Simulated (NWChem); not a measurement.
CH4BrInO; SMILES [CH3][In]([OH])[Br]

```xyz
8

In    -0.0143    -0.6903     0.0002
Br     0.0531     1.8130     0.0000
C      1.7286    -1.9256    -0.0003
H      2.3075    -1.7285    -0.9129
H      1.4278    -2.9808     0.0332
H      2.3438    -1.6807     0.8760
O     -1.8841    -1.3774    -0.0003
H     -2.5356    -0.6662    -0.0013
```
Atoms are numbered in this order, from 1.

All runs: NWChem. Medium grid unless said otherwise, to which SCAN and Minnesota functionals are sensitive. Geometry: optimised at PBE0/def2-SVP. Not confirmed as a minimum by frequencies. def2 effective core potentials on In; no spin-orbit coupling. Total energies of different functionals are on different scales.

```json
[
 {"level": "B3LYP/def2-SVP", "energy (Ha)": "-2879.7836", "highest occupied level (eV)": "(withheld)", "orbital gap (eV)": "(withheld)", "dipole (D)": "2.01"},
 {"level": "PBE/def2-SVP", "energy (Ha)": "-2879.1654", "highest occupied level (eV)": "-6.51", "orbital gap (eV)": "4.43", "dipole (D)": "1.95"},
 {"level": "PW6B95/def2-SVP", "energy (Ha)": "-2881.0622", "highest occupied level (eV)": "-7.89", "orbital gap (eV)": "6.67", "dipole (D)": "2.03"},
 {"level": "M06/def2-SVP", "energy (Ha)": "-2879.5882", "highest occupied level (eV)": "-7.90", "orbital gap (eV)": "6.47", "dipole (D)": "2.02"},
 {"level": "B97-D/def2-SVP", "energy (Ha)": "-2881.3193", "highest occupied level (eV)": "-6.47", "orbital gap (eV)": "4.40", "dipole (D)": "2.04"},
 {"level": "BLYP/def2-SVP", "energy (Ha)": "-2879.6253", "highest occupied level (eV)": "-6.28", "orbital gap (eV)": "4.28", "dipole (D)": "1.91"},
 {"level": "HCTH/407/def2-SVP", "energy (Ha)": "-2881.6338", "highest occupied level (eV)": "-6.64", "orbital gap (eV)": "4.44", "dipole (D)": "1.98"}
]
```

What belongs in the gaps?


- B3LYP/def2-SVP, highest occupied level (eV): -7.52
- B3LYP/def2-SVP, orbital gap (eV): 6.02
